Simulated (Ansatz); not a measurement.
Relaxation of C3H8OSeSi (14 atoms, charge 0, multiplicity 1), to a largest force component of 0.015 eV/Å in at most 40 steps.

These are results of RHF/def2-SVP in Ansatz, not measurements.

```xyz
14
Properties=species:S:1:pos:R:3
C -1.306 1.436 -1.091
O -0.368 0.811 -0.332
C -0.495 -0.531 0.031
Se -1.911 -1.592 -0.464
C 0.507 -1.107 0.748
Si 2.013 -0.163 1.308
H -1.014 2.534 -1.261
H -2.287 1.493 -0.570
H -1.463 1.001 -2.048
H -1.280 -2.011 -1.740
H 0.413 -2.140 1.074
H 1.633 0.968 2.165
H 2.835 -1.051 2.065
H 2.711 0.325 0.145
```

Task: Where does it end, and by what steps?

Result: The run converged. After 20 steps the energy has fallen by 0.586 eV; H8 moved furthest, 1.14 Å.

| step | energy less start (eV) | largest force component (eV/Å) | accepted |
| --- | --- | --- | --- |
| 0 | 0.0000 | 3.389 | yes |
| 1 | -0.3998 | 1.369 | yes |
| 2 | -0.4576 | 0.764 | yes |
| 3 | -0.4753 | 0.389 | yes |
| 4 | -0.4891 | 0.259 | yes |
| 5 | -0.4967 | 0.274 | yes |
| 6 | -0.5122 | 0.573 | yes |
| 7 | -0.5364 | 0.304 | yes |
| 8 | -0.5602 | 0.073 | yes |
| 9 | -0.5591 | 0.526 | no |
| 10 | -0.5614 | 0.184 | yes |
| 11 | -0.5710 | 0.217 | yes |
| 12 | -0.5775 | 0.167 | yes |
| 13 | -0.5812 | 0.101 | yes |
| 14 | -0.5821 | 0.170 | yes |
| 15 | -0.5841 | 0.070 | yes |
| 16 | -0.5847 | 0.059 | yes |
| 17 | -0.5854 | 0.033 | yes |
| 18 | -0.5856 | 0.024 | yes |
| 19 | -0.5856 | 0.020 | yes |
| 20 | -0.5857 | 0.008 | yes |

```xyz
14
Properties=species:S:1:pos:R:3
C -1.201 1.367 -0.848
O -0.185 0.397 -0.905
C -0.343 -0.769 -0.255
Se -1.816 -1.888 -0.798
C 0.492 -1.132 0.709
Si 1.875 0.000 1.300
H -0.811 2.251 -1.343
H -1.448 1.609 0.187
H -2.101 1.031 -1.362
H -1.630 -1.668 -2.225
H 0.379 -2.125 1.128
H 1.367 1.356 1.616
H 2.458 -0.582 2.534
H 2.951 0.124 0.289
```

Time of the run: 55 s on 2 threads of Intel(R) Xeon(R) 6975P-C (Granite Rapids), with other jobs on the host, peak memory 0.46 GiB.
